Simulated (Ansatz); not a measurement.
`C[O][AlH][Br]` and `B[NH][AlH][O]C` differ in one atom or group.

Ansatz, PBE0-D4/def2-TZVP geometries, multiplicity 1. Each molecule was computed in one conformer, which needn't be the lowest.

Scalar relativity is left out up to krypton.

```csv
property,`C[O][AlH][Br]`
HOMO energy (ωB97M-V/def2-TZVPP) / eV,-10.76
LUMO energy (PBE/def2-TZVPP) / eV,-1.63
HOMO energy (B3LYP/def2-TZVPP) / eV,-8.17
size of the dipole moment (PBE/def2-TZVPP) / D,1.05
HOMO–LUMO gap (PBE0/def2-TZVPP) / eV,7.54
HOMO energy (PBE0/def2-TZVPP) / eV,-8.42
```

Task: What does the change do to each property? (Best estimate.)

Result: The calculation gave: 
```json
{"property": "HOMO energy (ωB97M-V/def2-TZVPP) / eV", "`B[NH][AlH][O]C`": "-10.34", "shift": "0.42"}
{"property": "LUMO energy (PBE/def2-TZVPP) / eV", "`B[NH][AlH][O]C`": "-1.37", "shift": "0.26"}
{"property": "HOMO energy (B3LYP/def2-TZVPP) / eV", "`B[NH][AlH][O]C`": "-7.70", "shift": "0.47"}
{"property": "size of the dipole moment (PBE/def2-TZVPP) / D", "`B[NH][AlH][O]C`": "2.00", "shift": "0.95"}
{"property": "HOMO–LUMO gap (PBE0/def2-TZVPP) / eV", "`B[NH][AlH][O]C`": "7.51", "shift": "-0.03"}
{"property": "HOMO energy (PBE0/def2-TZVPP) / eV", "`B[NH][AlH][O]C`": "-7.92", "shift": "0.50"}
```

Dipoles are sizes alone; their direction can turn.

B3LYP here is the variant with VWN-RPA as its local correlation; programs differ in this.

Spin–orbit coupling is left out; it splits and shifts lone-pair levels of the heavy atoms by tenths of an eV.
